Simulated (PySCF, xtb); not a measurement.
C2H4I, SMILES C[CH]I (connectivity only; charge and spin as stated), charge +1, multiplicity 1.

GFN2-xTB in xtb at its own geometry gives an orbital gap of 1.82 eV.

Geometry: PBE0-D3(BJ)/def2-SVP. The spin state was assumed, not searched. The isomer is the one that the SMILES or the coordinates give; other isomers of the formula were not compared. The def2 effective core potentials stand for the cores of I; spin–orbit coupling is left out.

### Question
What does B3LYP/def2-TZVPD (PySCF) give? (The exact figures need the calculation; the answer reports its results.)

### Answer
gap 3.77 eV (levels -13.39 and -9.62 eV).
